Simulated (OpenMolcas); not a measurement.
# 4f ions of charge +2 along the row

```json
{"Program": "OpenMolcas", "Method": "CASSCF", "Basis": "ANO-R3", "Scalar Hamiltonian": "X2C, finite nucleus", "Spin-orbit coupling": "RASSI with atomic mean-field integrals over the reference wave functions, term energies averaged over their components"}
```

Active space: the 4f shell.

ζ = ±2S·A comes from the whole width of the ground multiplet by E(J) = (A/2) J(J+1), where its levels are at least 85 % pure. Energies in cm-1.

```csv
Ion,Configuration,Lowest level,Weight (%),g,"g, pure LS",Next level,E,E measured,ζ,ζ measured
Ce2+,4f2,3H4,98,0.804,0.800,3H5,1654,1528,623,569
Nd2+,4f4,5I4,98,0.602,0.599,5I5,1196,1138,850,784
Pm2+,4f5,6H* 5/2,98,0.291,0.284,6H* 7/2,835,,998,
Sm2+,4f6,7F0,96,,,7F1,289,293,1227,1151
Tb2+,4f9,6H* 15/2,96,1.328,1.334,6H* 13/2,2908,2805,1627,1507
Dy2+,4f10,5I8,95,1.244,1.251,5I7,4258,,1784,
Ho2+,4f11,4I* 15/2,98,1.198,1.200,4I* 13/2,5545,5439,,
Er2+,4f12,3H6,99,1.166,1.167,3F4 [51 %],6271,,,
```

Measured columns use the levels in Martin, Zalubas and Hagan, Atomic Energy Levels: The Rare-Earth Elements, NSRDS-NBS 60 (1978) (Ce2+, Sm2+, Tb2+); Ding et al., The Spectrum and Energy Levels of the Low-lying Configurations of Nd III (preprint, 2023) (Nd2+); Martin, Zalubas and Hagan, Atomic Energy Levels: The Rare-Earth Elements, NSRDS-NBS 60 (1978); whole-number values converted from NIST levels in rydberg listed in Nahar, Atoms 12, 24 (2024) (Ho2+).

The computed ζ goes from 623 (Ce2+) to 1784 cm-1 (Dy2+), a factor of 2.86, rising at every step. It departs from the measured column by +7 to +10 %.

Without dynamic correlation excited terms often stand tens of per cent too high (terms of higher spin than the ground term too low), and those without a measured partner can miss by more than the paired ones. Some high roots are left out of the spin-orbit mixing, which shifts the levels that they would mix with (holds for Ce2+; Er2+). High states are left out of the spin-orbit mixing, which shifts the levels that they would mix with (holds for Nd2+; Pm2+; Sm2+; Tb2+; Dy2+; Ho2+). Some levels mix across a computed gap that differs much from the measured one, so their mixing is not that of the real levels (holds for Nd2+; Ho2+). Terms from blocks run as CI alone lack orbitals of their own (holds for Sm2+). Computed and measured levels are paired by configuration, term and J; levels that our copy of the source lacks, or whose pairing is in doubt (as where it misses far off the trend of its configuration), stay unpaired and out of the deviations. Levels of configurations outside the active space are missing.

A share in square brackets marks a mixed level and gives the weight of the term that names it, the lowest over the columns. * marks odd parity.
